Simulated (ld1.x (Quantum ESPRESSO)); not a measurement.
**Cutoff test, lead (Pb), PAW**

```json
{"Element": "Pb (Z = 82)", "Generator": "ld1.x (Quantum ESPRESSO) 7.5", "Type": "PAW", "Functional": "PBE", "Relativity": "scalar-relativistic", "Frozen core": "[Xe] 4f14", "Valence charge": "14", "Reference configuration": "5d10 6s1.75 6p2.25", "Partial waves": "6s (bound): rcut 1.55, rcutus 2.05 bohr; 6s channel at 1.15 Ry: rcut 1.55, rcutus 2.05 bohr; 6p (bound): rcut 2.70, rcutus 3.10 bohr; 6p channel at 3.65 Ry: rcut 2.70, rcutus 3.10 bohr; 5d (bound): rcut 0.90, rcutus 1.25 bohr; 5d channel at 1.9 Ry: rcut 0.90, rcutus 1.25 bohr", "Local potential": "all-electron potential smoothed inside 1.80 bohr (lloc = -1)", "Core correction": "Bessel-smoothed model core inside 0.75 bohr", "Augmentation charge": "PSQ, inside the norm-conserving radii"}
```

The pseudo-atom Hamiltonian at the reference potential is diagonalised in spherical Bessel functions j_l(qr) that vanish at 20 bohr, with q² up to the cutoff. All-electron valence levels (Ry): 6s -0.9061, 6p -0.2708, 5d -1.5887.

Task: How do the lowest levels (Ry) of each channel move with the cutoff, and are there ghosts?

Result:

```
cutoff (Ry)     s #1     p #1     d #1    d #2    f #1    f #2  Σ f·Δε (mRy)
          8  -0.9041  -0.2708  -0.1759  0.0555  0.1029  0.2206       14133.2
         15  -0.9059  -0.2708  -0.6446  0.0487  0.1029  0.2205        9441.9
         25  -0.9061  -0.2708  -1.1787  0.0458  0.1029  0.2205        4100.8
         40  -0.9061  -0.2708  -1.5204  0.0445  0.1029  0.2205         683.9
         60  -0.9061  -0.2708  -1.5854  0.0442  0.1029  0.2205          34.3
         90  -0.9062  -0.2708  -1.5883  0.0442  0.1029  0.2205           5.0
        120  -0.9062  -0.2708  -1.5887  0.0442  0.1029  0.2205           1.2
        180  -0.9062  -0.2708  -1.5888  0.0442  0.1029  0.2205           0.3
        400  -0.9062  -0.2708  -1.5888  0.0442  0.1029  0.2205           0.0
```

Result: ghost state, extra bound levels that the all-electron valence spectrum of the same l lacks: s at -11.7 eV (a true bound ghost makes a file unfit for plane-wave use); 10 mRy is reached at 70 Ry and 1 mRy at 140 Ry.
